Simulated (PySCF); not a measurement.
C2H5BN2, SMILES C1B(C=N1)N.

The structure is a stationary point at PBE0-D3(BJ)/def2-SVP. This is a generated structure with no PubChem entry under its InChIKey; it may be hypothetical. One conformer was computed; it need not be the lowest.

Two levels are set side by side: TDA-PBE/def2-SVPD (PySCF) and TDA-LC-ωPBE/def2-SVPD (PySCF). Vertical, same geometry. The lowest singlet is HOMO→LUMO 99 % with PBE and HOMO→LUMO 96 % with the other functional; states are paired by order. Differences are taken from unrounded values.

```
quantity                               TDA-LC-ωPBE
-------------------------------------  -----------
lowest singlet excitation (eV)                4.21
lowest triplet excitation (TDA) (eV)          3.15
first bright state (f over 0.05) (eV)         7.04
its oscillator strength                       0.10
```

What does TDA-PBE give, and how far is it from TDA-LC-ωPBE? (Estimate from the structure and the level; the computed values follow.)


```csv
quantity,TDA-PBE,TDA-PBE minus TDA-LC-ωPBE
lowest singlet excitation (eV),3.75,-0.46
lowest triplet excitation (TDA) (eV),2.81,-0.34
first bright state (f over 0.05) (eV),6.29,-0.74
its oscillator strength,0.11,0.00
```

Functionals without exact exchange tend to place singlet excitations lower, as here. Differences between two approximate levels are no errors against the true value.

Rough cost on one machine, each run with all the roots and properties that it gave: TDA-LC-ωPBE against TDA-PBE about 4 times.
